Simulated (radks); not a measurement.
The numbers below are computed, except where a source is named.
Species: Os4+. Configuration: [Xe] 4f14 5d4 (the NIST ground configuration).

Level of theory: scalar-relativistic Kohn-Sham, PBE, spin-polarised, spherical densities, point nucleus; open shells are filled with parallel spins first (spin-orbit coupling, left out, can overturn this in heavy ions) (a radial shooting solver on a logarithmic mesh with Libxc functionals).

Energy parts (eV):
total: -469407.87
kinetic: 520419.52
electron-nucleus: -1160208.33
Hartree: 179548.34
exchange-correlation: -9167.40

Orbitals (lengths in bohr, moments of r in powers of bohr; <r^-3> diverges for s and p1/2; r(max) is where P^2 peaks):
orbital  occ.  eigenvalue (eV)  <r^-3>   r(max)      <r^2>
1s up       1        -73927.10       -  0.01102  0.0004332
1s down     1        -73927.11       -  0.01102  0.0004332
2s up       1        -12913.19       -  0.06338   0.006639
2s down     1        -12912.91       -  0.06338   0.006639
2p up       3        -11248.67   21900  0.05219   0.005532
2p down     3        -11248.44   21900  0.05219   0.005532
3s up       1        -3040.358       -   0.1787    0.04298
3s down     1        -3040.269       -   0.1787    0.04297
3p up       3        -2551.719    4936   0.1774    0.04388
3p down     3        -2551.617    4936   0.1774    0.04388
3d up       5        -2006.384   625.9   0.1444    0.03637
3d down     5        -2006.192   625.9   0.1445    0.03637
4s up       1        -677.9741       -   0.4047     0.2104
4s down     1        -677.7157       -   0.4048     0.2104
4p up       3        -517.7255    1163   0.4251     0.2400
4p down     3        -517.4864    1162   0.4251     0.2399
4d up       5        -318.9209   127.3   0.4346     0.2768
4d down     5        -318.6386   127.3   0.4346     0.2765
4f up       7         -98.0698   22.92   0.4056     0.3818
4f down     7         -97.5661   23.07   0.4055     0.3758
5s up       1        -137.9547       -   0.9141      1.127
5s down     1        -135.6491       -   0.9094      1.111
5p up       3         -96.9246   184.0    1.029      1.496
5p down     3         -93.9824   189.3    1.022      1.476
5d up       4         -49.5537   12.45    1.299      2.684
5d down     0         -46.0945   12.59    1.288      2.719
5f up       0         -18.4442  0.5213    2.721      11.08
6s up       0         -41.8068       -    2.131      5.914
6s down     0         -39.1997       -    2.152      6.040
6p up       0         -31.9361   33.65    2.534      8.281

The highest occupied level is 5d up at -49.554 eV. Summed over all electrons, <r^2> = 32.58 bohr^2, which gives a Langevin (diamagnetic) susceptibility term of -25.8 x 10^-6 cm^3/mol. For comparison, the ionisation energy in NIST's Atomic Spectra Database is 55 eV (theoretical). In exact Kohn-Sham theory the highest level is minus the ionisation energy, but local and semilocal functionals leave it too shallow, through self-interaction and a potential that decays too fast; potentials with the right tail come closer. The density falls to 0.001 e/bohr^3 at r = 3.16 bohr. Spin moment in Bohr magnetons: 4.
